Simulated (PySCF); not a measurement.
PySCF job for C₂H₅Se, SMILES C[Se][CH2], multiplicity 2, B3LYP-D3(BJ)/def2-SVP. Coordinates come from a B3LYP-D3(BJ)/def2-SVP optimisation. The isomer is the one that the SMILES or the coordinates give; other isomers of the formula were not compared.

```python
import numpy as np
from pyscf import gto, scf, dft, df
from pyscf.hessian import thermo

mol = gto.M(
    atom='''
    C     1.52852364    0.19835699   -0.56127337
    Se   -0.01322150   -0.20708126    0.39244845
    C    -1.32783554    0.51423273   -0.86952645
    H     2.48075834   -0.09539828   -0.11693577
    H     1.49754818    0.93246798   -1.36871487
    H    -1.15639873    1.58967739   -1.01317906
    H    -1.25410560   -0.01681205   -1.82776001
    H    -2.32239988    0.35528973   -0.43185881
    ''',
    basis='def2-SVP',
    charge=0,
    spin=1,
    max_memory=1600,
    verbose=3,
)
mf = dft.UKS(mol, xc='b3lyp').density_fit(auxbasis='def2-universal-jkfit')
mf.disp = 'd3bj'
mf.grids.level = 3
mf.conv_tol = 1e-11
mf.max_cycle = 100
mf.kernel()
fine, coarse = mf.grids, dft.Grids(mol).set(level=1).build(with_non0tab=True)
for _ in range(3):  # follow internal instabilities
    mf.grids = coarse
    mo, _, stable, _ = mf.stability(return_status=True, nroots=4)
    mf.grids = fine
    if stable:
        break
    mf.kernel(mf.make_rdm1(mo, mf.mo_occ))

# [left out here: the lines that compute and print the analytic Hessian (its translational invariance restored by hand, since the grid's response is missing), thermochemistry and intensities]
```

It prints:

```

WARN: HOMO -0.168479464182889 >= LUMO -0.16847946418289

converged SCF energy = -2480.40387505457  <S^2> = 0.75444539  2S+1 = 2.0044405
<class 'pyscf.df.df_jk.DFUKS'> wavefunction is stable in the internal stability analysis

WARN: DFTD3 does not support analytical Hessian, using finite difference


WARN: Mole.unit (angstrom) is changed to Bohr

Mode                                 0                   1                   2
Irrep
Freq [cm^-1]                      127.6418            182.6477            240.2432
Reduced mass [au]                   1.0464              1.0839              2.6696
Force const [Dyne/A]                0.0100              0.0213              0.0908
Char temp [K]                     183.6481            262.7894            345.6564
Normal mode                   x     y     z       x     y     z       x     y     z
       0   C                 0.00  0.05  0.02    0.00 -0.05 -0.03    0.10 -0.05  0.11
       1  Se                 0.00 -0.01 -0.01    0.00  0.01  0.00    0.00  0.02 -0.04
       2   C                -0.00 -0.01 -0.00   -0.02 -0.04 -0.01   -0.12 -0.03  0.07
       3   H                -0.01 -0.06 -0.02   -0.05 -0.45 -0.18    0.02 -0.05  0.28
       4   H                 0.03  0.22  0.18    0.17  0.57  0.52    0.25 -0.14  0.02
       5   H                 0.34 -0.11 -0.39   -0.14 -0.01  0.06   -0.21 -0.01  0.06
       6   H                -0.38 -0.34  0.16    0.09  0.02 -0.03   -0.22 -0.02  0.06
       7   H                 0.03  0.49  0.25   -0.02 -0.17 -0.06   -0.04 -0.10  0.21
Mode                                 3                   4                   5
Irrep
Freq [cm^-1]                      334.9655            596.4043            701.8670
Reduced mass [au]                   1.2235              4.9710              5.0061
Force const [Dyne/A]                0.0809              1.0418              1.4530
Char temp [K]                     481.9408            858.0930           1009.8303
Normal mode                   x     y     z       x     y     z       x     y     z
       0   C                -0.00 -0.10 -0.08    0.02  0.00 -0.01    0.21  0.05 -0.11
       1  Se                -0.00  0.00  0.00    0.03 -0.02  0.03   -0.04 -0.01  0.02
       2   C                 0.00  0.01  0.01   -0.17  0.09 -0.15    0.01 -0.00  0.01
       3   H                -0.01  0.66  0.46    0.03  0.02 -0.01    0.25  0.07 -0.17
       4   H                -0.02  0.29  0.27    0.01 -0.01 -0.01    0.16  0.07 -0.10
       5   H                 0.02  0.01  0.01   -0.12  0.08 -0.13   -0.03  0.00  0.00
       6   H                -0.00  0.01  0.01   -0.12  0.07 -0.14   -0.02 -0.01  0.01
       7   H                 0.00  0.02  0.00   -0.17  0.09 -0.16    0.03 -0.02  0.04
Mode                                 6                   7                   8
Irrep
Freq [cm^-1]                      829.6095            901.4289            949.7907
Reduced mass [au]                   1.1624              1.1554              1.2692
Force const [Dyne/A]                0.4714              0.5532              0.6746
Char temp [K]                    1193.6234           1296.9555           1366.5374
Normal mode                   x     y     z       x     y     z       x     y     z
       0   C                 0.03 -0.06  0.07    0.00 -0.00 -0.00   -0.05  0.03 -0.04
       1  Se                -0.00  0.00 -0.00    0.00  0.01  0.00   -0.00 -0.01  0.01
       2   C                 0.03  0.02 -0.04   -0.00 -0.09 -0.05    0.08  0.04 -0.07
       3   H                 0.31  0.18 -0.38    0.00 -0.01 -0.01   -0.20 -0.09  0.20
       4   H                -0.57  0.03  0.17    0.00  0.01  0.00    0.29 -0.01 -0.09
       5   H                -0.22  0.06 -0.05    0.35 -0.08  0.51   -0.35  0.10 -0.08
       6   H                -0.20  0.01 -0.05   -0.36  0.40 -0.36   -0.33  0.01 -0.09
       7   H                 0.18 -0.15  0.26    0.03  0.18  0.12    0.33 -0.24  0.41
Mode                                 9                  10                  11
Irrep
Freq [cm^-1]                     1292.3075           1355.1269           1436.7557
Reduced mass [au]                   1.1631              1.1257              1.0543
Force const [Dyne/A]                1.1445              1.2180              1.2823
Char temp [K]                    1859.3428           1949.7258           2067.1716
Normal mode                   x     y     z       x     y     z       x     y     z
       0   C                -0.01 -0.00  0.01    0.08  0.03 -0.04   -0.00 -0.00  0.00
       1  Se                -0.00  0.00 -0.00   -0.00  0.00  0.00   -0.00 -0.00 -0.00
       2   C                -0.07  0.04 -0.07   -0.01  0.01 -0.02   -0.00 -0.06 -0.03
       3   H                 0.05  0.07 -0.08   -0.29 -0.37  0.47    0.01  0.01 -0.00
       4   H                 0.12 -0.00 -0.00   -0.64  0.02 -0.00    0.01 -0.00 -0.00
       5   H                 0.41 -0.01  0.30    0.05  0.01  0.09   -0.46  0.05  0.11
       6   H                 0.40 -0.28  0.17    0.06 -0.08  0.04    0.45  0.06 -0.04
       7   H                 0.21 -0.23  0.44    0.04 -0.03  0.08    0.04  0.64  0.32
Mode                                12                  13                  14
Irrep
Freq [cm^-1]                     1450.5035           3050.2359           3146.6229
Reduced mass [au]                   1.0540              1.0289              1.0467
Force const [Dyne/A]                1.3066              5.6403              6.1062
Char temp [K]                    2086.9515           4388.6103           4527.2897
Normal mode                   x     y     z       x     y     z       x     y     z
       0   C                -0.00 -0.00  0.00   -0.00 -0.00  0.00   -0.05 -0.02  0.02
       1  Se                 0.00  0.00 -0.00   -0.00  0.00 -0.00    0.00  0.00 -0.00
       2   C                 0.04  0.02 -0.04    0.03 -0.02  0.03    0.00 -0.00 -0.00
       3   H                 0.02  0.02 -0.03    0.01 -0.00  0.00    0.57 -0.19  0.27
       4   H                 0.03 -0.00  0.00    0.00  0.01 -0.01   -0.04  0.47 -0.53
       5   H                -0.22  0.13  0.58    0.11  0.58 -0.06   -0.00  0.01 -0.00
       6   H                -0.28 -0.53  0.25    0.05 -0.29 -0.49   -0.00  0.02  0.03
       7   H                -0.10  0.14 -0.29   -0.48 -0.08  0.22   -0.01 -0.00  0.01
Mode                                15                  16                  17
Irrep
Freq [cm^-1]                     3161.7263           3167.7882           3287.0607
Reduced mass [au]                   1.1094              1.1075              1.1236
Force const [Dyne/A]                6.5342              6.5477              7.1531
Char temp [K]                    4549.0202           4557.7419           4729.3485
Normal mode                   x     y     z       x     y     z       x     y     z
       0   C                 0.00  0.00 -0.00    0.00  0.00 -0.00    0.05 -0.05  0.06
       1  Se                -0.00  0.00  0.00    0.00  0.00  0.00    0.00 -0.00 -0.00
       2   C                -0.03 -0.08 -0.02    0.06 -0.00 -0.07   -0.00  0.00  0.00
       3   H                -0.02  0.01 -0.01   -0.02  0.01 -0.01   -0.60  0.19 -0.28
       4   H                 0.00 -0.01  0.01    0.00 -0.02  0.02   -0.02  0.43 -0.47
       5   H                 0.12  0.72 -0.09   -0.01 -0.14  0.01   -0.00 -0.00  0.00
       6   H                -0.05  0.25  0.47   -0.04  0.28  0.48   -0.00 -0.00 -0.00
       7   H                 0.23  0.03 -0.11   -0.68 -0.11  0.30    0.00  0.00 -0.00
temperature 298.1500 [K]
pressure 101325.00 [Pa]
Rotational constants [GHz] 12.91382 7.24136 4.79001
Symmetry number 1
Zero-point energy (ZPE) 0.05972 [Eh]   156786.919 [J/mol]
                           tot       elec      trans        rot        vib
Entropy [J/mol/K]       313.844      5.763    167.144    100.784     40.154
Cv [J/mol/K]             71.106      0.000     12.472     12.472     46.163
Cp [J/mol/K]             79.421      0.000     20.786     12.472     46.163
Internal energy [J/mol]                      3718.434   3718.434 163680.160
Internal energy [Eh]   -2480.33870  -2480.40388
Enthalpy [J/mol]                             6197.391   3718.434 163680.160
Enthalpy [Eh]          -2480.33776
Gibbs free energy [J/mol]                  -43636.510 -26330.252 151708.351
Gibbs free energy [Eh] -2480.37340
mode   freq/cm-1   IR/(km/mol)
   1      127.64         0.380
   2      182.65         7.224
   3      240.24         1.155
   4      334.97        69.239
   5      596.40         0.455
   6      701.87         1.928
   7      829.61         0.295
   8      901.43         5.746
   9      949.79         8.417
  10     1292.31         8.099
  11     1355.13         0.947
  12     1436.76         7.779
  13     1450.50         8.532
  14     3050.24        15.286
  15     3146.62         2.863
  16     3161.73         3.633
  17     3167.79         2.448
  18     3287.06         0.116
max |gradient| / (hartree/bohr): 2.990570102644663e-05
APT charges: [-0.13    0.0033  0.0414  0.0567  0.0426 -0.0154 -0.0136  0.015 ]
```

Self-consistency was reached.
